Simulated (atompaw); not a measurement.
## holmium PAW (atompaw): all-electron and pseudo phase curves

```
Element                 : holmium
Generator               : atompaw 4.2.0.5
Type                    : PAW
Functional              : PBEsol
Relativity              : scalar-relativistic
Frozen core             : [Kr] 4d10
Valence charge          : 21
Reference configuration : 4f11 5s2 5p6 5d0 6s2 6p0
Partial waves           : 5s (bound): rc 2.35 bohr; 6s (bound): rc 1.75 bohr; 5p (bound): rc 2.30 bohr; 6p (bound, empty): rc 3.00 bohr; 5d (bound, empty): rc 3.00 bohr; 5d channel at 3.3 Ry: rc 0.60 bohr; 4f (bound): rc 0.80 bohr; 4f channel at 0.55 Ry: rc 0.80 bohr
Local potential         : bessel scheme, radius 2.50 bohr
Core correction         : smooth core density matched at 2.40 bohr
Augmentation charge     : sinc compensation charge, radius 2.30 bohr; PAW radius 3.00 bohr; waves and projectors: custom rrkj gramschmidtortho
```

The phase is arctan(r·u′/u) with u = r·R(r), unwrapped; energies in Ry, scanned from -6 to 5 Ry. A pole is an energy at which the radial function vanishes at the test radius. The pseudo phase is shifted by a multiple of π to meet the all-electron one at the reference energy, and phase errors are pseudo minus all-electron; the curves can meet again beyond the range given. Levels narrower than the energy grid can be missing from the lists of poles.

Task: For each channel, where are the poles, and over which energies does the pseudopotential scatter like the atom?

Result:

```csv
channel,radius (bohr),reference energy (Ry),"poles, all-electron","poles, pseudo",unbroken range about the reference energy with phases within 0.05 rad,phase error 1 Ry above the reference energy (rad)
s,3.01,-0.28,"-3.68, 2.01","-3.68, 1.99",below 4.2,-0.001
p,3.01,-0.08,"-1.80, 3.29","-1.80, 3.19",the whole range,-0.013
d,3.01,-0.08,0.64,0.64,the whole range,+0.001
f,3.01,-0.23,"-0.20, 3.34","-0.20, 3.40",below 4.7,+0.000
```

Phases in the s channel:

```json
{"E (Ry)": "-6.00", "all-electron": "1.424", "pseudo": "1.424"}
{"E (Ry)": "-5.76", "all-electron": "1.420", "pseudo": "1.420"}
{"E (Ry)": "-5.52", "all-electron": "1.416", "pseudo": "1.416"}
{"E (Ry)": "-5.28", "all-electron": "1.411", "pseudo": "1.411"}
{"E (Ry)": "-5.04", "all-electron": "1.406", "pseudo": "1.406"}
{"E (Ry)": "-4.80", "all-electron": "1.400", "pseudo": "1.400"}
{"E (Ry)": "-4.56", "all-electron": "1.392", "pseudo": "1.392"}
{"E (Ry)": "-4.32", "all-electron": "1.382", "pseudo": "1.382"}
{"E (Ry)": "-4.08", "all-electron": "1.366", "pseudo": "1.366"}
{"E (Ry)": "-3.84", "all-electron": "1.303", "pseudo": "1.303"}
{"E (Ry)": "-3.60", "all-electron": "-1.693", "pseudo": "-1.693"}
{"E (Ry)": "-3.36", "all-electron": "-1.747", "pseudo": "-1.747"}
{"E (Ry)": "-3.12", "all-electron": "-1.767", "pseudo": "-1.767"}
{"E (Ry)": "-2.88", "all-electron": "-1.782", "pseudo": "-1.782"}
{"E (Ry)": "-2.64", "all-electron": "-1.797", "pseudo": "-1.797"}
{"E (Ry)": "-2.40", "all-electron": "-1.813", "pseudo": "-1.813"}
{"E (Ry)": "-2.16", "all-electron": "-1.832", "pseudo": "-1.832"}
{"E (Ry)": "-1.92", "all-electron": "-1.855", "pseudo": "-1.855"}
{"E (Ry)": "-1.68", "all-electron": "-1.884", "pseudo": "-1.884"}
{"E (Ry)": "-1.44", "all-electron": "-1.921", "pseudo": "-1.921"}
{"E (Ry)": "-1.20", "all-electron": "-1.972", "pseudo": "-1.972"}
{"E (Ry)": "-0.96", "all-electron": "-2.046", "pseudo": "-2.046"}
{"E (Ry)": "-0.72", "all-electron": "-2.162", "pseudo": "-2.162"}
{"E (Ry)": "-0.48", "all-electron": "-2.365", "pseudo": "-2.365"}
{"E (Ry)": "-0.24", "all-electron": "-2.759", "pseudo": "-2.759"}
{"E (Ry)": "0.00", "all-electron": "-3.410", "pseudo": "-3.410"}
{"E (Ry)": "0.24", "all-electron": "-3.968", "pseudo": "-3.969"}
{"E (Ry)": "0.48", "all-electron": "-4.267", "pseudo": "-4.267"}
{"E (Ry)": "0.72", "all-electron": "-4.427", "pseudo": "-4.428"}
{"E (Ry)": "0.96", "all-electron": "-4.523", "pseudo": "-4.524"}
{"E (Ry)": "1.20", "all-electron": "-4.588", "pseudo": "-4.589"}
{"E (Ry)": "1.44", "all-electron": "-4.635", "pseudo": "-4.637"}
{"E (Ry)": "1.68", "all-electron": "-4.672", "pseudo": "-4.674"}
{"E (Ry)": "1.92", "all-electron": "-4.702", "pseudo": "-4.704"}
{"E (Ry)": "2.16", "all-electron": "-4.729", "pseudo": "-4.731"}
{"E (Ry)": "2.40", "all-electron": "-4.753", "pseudo": "-4.756"}
{"E (Ry)": "2.64", "all-electron": "-4.775", "pseudo": "-4.780"}
{"E (Ry)": "2.88", "all-electron": "-4.798", "pseudo": "-4.804"}
{"E (Ry)": "3.12", "all-electron": "-4.822", "pseudo": "-4.829"}
{"E (Ry)": "3.36", "all-electron": "-4.847", "pseudo": "-4.858"}
{"E (Ry)": "3.60", "all-electron": "-4.877", "pseudo": "-4.892"}
{"E (Ry)": "3.84", "all-electron": "-4.912", "pseudo": "-4.935"}
{"E (Ry)": "4.08", "all-electron": "-4.958", "pseudo": "-4.994"}
{"E (Ry)": "4.32", "all-electron": "-5.020", "pseudo": "-5.082"}
{"E (Ry)": "4.56", "all-electron": "-5.114", "pseudo": "-5.233"}
{"E (Ry)": "4.80", "all-electron": "-5.271", "pseudo": "-5.537"}
```
